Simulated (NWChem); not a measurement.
System: C₃H₄O₂Si; SMILES O=C1C=C[SiH2]O1

```xyz
10

O     -0.3420    -2.3225     0.0000
C     -0.0988    -1.1437     0.0000
C      1.2727    -0.5305     0.0000
C      1.3267     0.8112     0.0000
Si    -0.4508     1.3943     0.0000
O     -1.0847    -0.1824     0.0000
H      2.1195    -1.2114     0.0000
H      2.2629     1.3607     0.0000
H     -0.8784     2.1299    -1.2136
H     -0.8784     2.1299     1.2136
```
Atoms are numbered in this order, from 1.

Computed with NWChem. Pople sets run with spherical d functions. All runs use the structure optimised with B3LYP/6-31G* (spherical d). GIAO values for the isolated, static molecule; σ is the absolute isotropic shielding, δ = σ(reference) − σ with the isolated reference molecule computed at the same levels (13C: tetramethylsilane, 1H: tetramethylsilane, 17O: water, 29Si: tetramethylsilane).

For level PBE0/pcSseg-1:

- δ C4 (ppm): 151.3
- δ Si5 (ppm): -8.3
- δ H8 (ppm): 7.41
- δ H9 (ppm): 5.34

Estimate the same quantities for level B3LYP/6-311G**.


* **δ C4 (ppm)**: 148.1
* **δ Si5 (ppm)**: -12.3
* **δ H8 (ppm)**: 7.22
* **δ H9 (ppm)**: 5.48
